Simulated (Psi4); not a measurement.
C2H3O2, doublet, at a GFN2-xTB geometry; B3LYP/def2-SV(P) (Psi4).

The Psi4 input:
```
memory 2 GB

molecule mol {
0 2
C    -0.241744    0.214389    0.004552
O     0.230380    1.315484    0.012491
O    -1.279745   -0.382174    0.007296
C     1.023874   -0.905434   -0.019249
H     1.949220   -0.345411   -0.021383
H     0.884572   -1.497373    0.876178
H     0.868348   -1.477429   -0.924909
}

set {
  basis def2-sv(p)
  reference uks
  level_shift 1.0
}

energy('b3lyp')
print_variables()
```

Predict the main parts of the log of this Psi4 run.


```
   => Loading Basis Set <=

    Name: DEF2-SV(P)
    Role: ORBITAL
    Keyword: BASIS

         ---------------------------------------------------------
                                   SCF
               by Justin Turney, Rob Parrish, Andy Simmonett
                          and Daniel G. A. Smith
                              UKS Reference
         ---------------------------------------------------------

  ==> Geometry <==

    Molecular point group: c1
    Full point group: C1

    Geometry (in Angstrom), charge = 0, multiplicity = 2:

       Center              X                  Y                   Z               Mass
    ------------   -----------------  -----------------  -----------------  -----------------
         C           -0.179591333644     0.158647671381     0.003374897107    12.000000000000
         O            0.292532666356     1.259742671381     0.011313897107    15.994914619570
         O           -1.217592333644    -0.437915328619     0.006118897107    15.994914619570
         C            1.086026666356    -0.961175328619    -0.020426102893    12.000000000000
         H            2.011372666356    -0.401152328619    -0.022560102893     1.007825032230
         H            0.946724666356    -1.553114328619     0.875000897107     1.007825032230
         H            0.930500666356    -1.533170328619    -0.926086102893     1.007825032230

  Running in c1 symmetry.

  Rotational constants: A =      0.37823  B =      0.34413  C =      0.18671 [cm^-1]
  Rotational constants: A =  11339.15949  B =  10316.73300  C =   5597.55127 [MHz]
  Nuclear repulsion =  113.219133355003109

  Charge       = 0
  Multiplicity = 2
  Electrons    = 31
  Nalpha       = 16
  Nbeta        = 15

  ==> Algorithm <==

  SCF Algorithm Type is DF.
  DIIS enabled.
  MOM disabled.
  Fractional occupation disabled.
  Guess Type is SAD.
  Energy threshold   = 1.00e-06
  Density threshold  = 1.00e-06
  Integral threshold = 1.00e-12

  ==> Primary Basis <==

  Basis Set: DEF2-SV(P)
    Blend: DEF2-SV(P)
    Number of shells: 30
    Number of basis functions: 62
    Number of Cartesian functions: 66
    Spherical Harmonics?: true
    Max angular momentum: 2

  ==> DFT Potential <==

   => LibXC <=

    Version 7.1.2
    S. Lehtola, C. Steigemann, M. J. T. Oliveira, and M. A. L. Marques,  SoftwareX 7, 1–5 (2018) (10.1016/j.softx.2017.11.002)

   => Composite Functional: B3LYP <=

    B3LYP Hyb-GGA Exchange-Correlation Functional

    P. J. Stephens, F. J. Devlin, C. F. Chabalowski, and M. J. Frisch,  J. Phys. Chem. 98, 11623 (1994) (10.1021/j100096a001)

    Deriv               =              1
    GGA                 =           TRUE
    Meta                =          FALSE

    Exchange Hybrid     =           TRUE
    MP2 Hybrid          =          FALSE

   => Exchange Functionals <=

    0.0800   Slater exchange
    0.7200         Becke 88

   => Exact (HF) Exchange <=

    0.2000               HF

   => Correlation Functionals <=

    0.1900   Vosko, Wilk & Nusair (VWN5_RPA)
    0.8100   Lee, Yang & Parr

   => LibXC Density Thresholds  <==

    XC_HYB_GGA_XC_B3LYP:  1.00E-15

   => Molecular Quadrature <=

    Radial Scheme          =       TREUTLER
    Pruning Scheme         =           NONE
    Nuclear Scheme         =       TREUTLER

    Blocking Scheme        =         OCTREE
    BS radius alpha        =              1
    Pruning alpha          =              1
    Radial Points          =             75
    Spherical Points       =            302
    Total Points           =         150506
    Total Blocks           =           1186
    Max Points             =            256
    Max Functions          =             61
    Weights Tolerance      =       1.00E-15

   => Loading Basis Set <=

    Name: (DEF2-SV(P) AUX)
    Role: JKFIT
    Keyword: DF_BASIS_SCF

  ==> Integral Setup <==

  SCF_SUBTYPE=INCORE selected. In-core MEM_DF algorithm will be used.
  Using in-core AOs.

  ==> MemDFJK: Density-Fitted J/K Matrices <==

    J tasked:                   Yes
    K tasked:                   Yes
    wK tasked:                   No
    Algorithm:                 Core
    Schwarz Cutoff:           1E-12
    Mask sparsity (%):       0.1561
    Fitting Condition:        1E-10

   => Auxiliary Basis Set <=

  Basis Set: (DEF2-SV(P) AUX)
    Blend: DEF2-UNIVERSAL-JKFIT
    Number of shells: 118
    Number of basis functions: 358
    Number of Cartesian functions: 424
    Spherical Harmonics?: true
    Max angular momentum: 4

  Minimum eigenvalue in the overlap matrix is 6.8430982090E-03.
  Reciprocal condition number of the overlap matrix is 1.3246899575E-03.
    Using symmetric orthogonalization.

  ==> Pre-Iterations <==

  SCF Guess: Superposition of Atomic Densities via on-the-fly atomic UHF (no occupation information).

   -------------------------
    Irrep   Nso     Nmo
   -------------------------
     A         62      62
   -------------------------
    Total      62      62
   -------------------------

  ==> Iterations <==

                           Total Energy        Delta E     RMS |[F,P]|

   @DF-UKS iter SAD:  -227.73191134798228   -2.27732e+02   0.00000e+00
   @DF-UKS iter   1:  -228.03007014303410   -2.98159e-01   1.07145e-02 DIIS/ADIIS/SHIFT
   @DF-UKS iter   2:  -228.20958014033948   -1.79510e-01   2.68601e-03 DIIS/ADIIS
   @DF-UKS iter   3:  -228.21327181087560   -3.69167e-03   2.00939e-03 DIIS/ADIIS
   @DF-UKS iter   4:  -228.21994014008962   -6.66833e-03   7.89018e-04 DIIS/ADIIS
   @DF-UKS iter   5:  -228.22058376269072   -6.43623e-04   4.40177e-04 DIIS/ADIIS
   @DF-UKS iter   6:  -228.22086406139348   -2.80299e-04   1.15151e-04 DIIS/ADIIS
   @DF-UKS iter   7:  -228.22088676097502   -2.26996e-05   3.71137e-05 DIIS
   @DF-UKS iter   8:  -228.22088981278904   -3.05181e-06   8.00287e-06 DIIS
   @DF-UKS iter   9:  -228.22089004949007   -2.36701e-07   3.55701e-06 DIIS
   @DF-UKS iter  10:  -228.22089008866106   -3.91710e-08   1.98428e-06 DIIS
   @DF-UKS iter  11:  -228.22089009891732   -1.02563e-08   1.06415e-06 DIIS
   @DF-UKS iter  12:  -228.22089010250875   -3.59142e-09   5.68970e-07 DIIS
  Energy and wave function converged.

  ==> Post-Iterations <==

   Electrons on quadrature grid:
      Nalpha   =   16.0000040670 ; deviation = 4.067e-06
      Nbeta    =   15.0000008674 ; deviation = 8.674e-07
      Ntotal   =   31.0000049344 ; deviation = 4.934e-06

   @Spin Contamination Metric:   5.007803882E-03
   @S^2 Expected:                7.500000000E-01
   @S^2 Observed:                7.550078039E-01
   @S   Expected:                5.000000000E-01
   @S   Observed:                5.000000000E-01

    Orbital Energies [Eh]
    ---------------------

    Alpha Occupied:

[...]
      16A     -0.302218

    Alpha Virtual:

[...]
      62A      3.755138

    Beta Occupied:

[...]
    Beta Virtual:

[...]
    Final Occupation by Irrep:
              A
    DOCC [    15 ]
    SOCC [     1 ]
    NA   [    16 ]
    NB   [    15 ]

  @DF-UKS Final Energy:  -228.22089010250875

   => Energetics <=

    Nuclear Repulsion Energy =            113.2191333550031089
    One-Electron Energy =                -534.9219372350416961
    Two-Electron Energy =                 217.0179797746054646
    DFT Exchange-Correlation Energy =     -23.5360659970756316
    Empirical Dispersion Energy =           0.0000000000000000
    VV10 Nonlocal Energy =                  0.0000000000000000
    Total Energy =                       -228.2208901025087471

  UHF NO Occupations:
  HONO-2 :   14  A 1.9992975
  HONO-1 :   15  A 1.9987196
  HONO-0 :   16  A 1.0000000
  LUNO+0 :   17  A 0.0012804
  LUNO+1 :   18  A 0.0007025
  LUNO+2 :   19  A 0.0001393
  LUNO+3 :   20  A 0.0001340

Computation Completed

Properties will be evaluated at   0.000000,   0.000000,   0.000000 [a0]

Properties computed using the SCF density matrix

 Multipole Moments:

 ------------------------------------------------------------------------------------
     Multipole            Electronic (a.u.)      Nuclear  (a.u.)        Total (a.u.)
 ------------------------------------------------------------------------------------

 L = 1.  Multiply by 2.5417464519 to convert [e a0] to [Debye]
 Dipole X            :         -2.8398662            3.6409970            0.8011308
 Dipole Y            :          2.5733420           -3.2654169           -0.6920748
 Dipole Z            :          0.0540769           -0.0689565           -0.0148796
 Magnitude           :                                                    1.0587727

 ------------------------------------------------------------------------------------

  Variable Map:
  ----------------------------------------------------------------------------
[...]
  Array Variable Map:
  ----------------------------------------------------------------------------
[...]
[...]
```
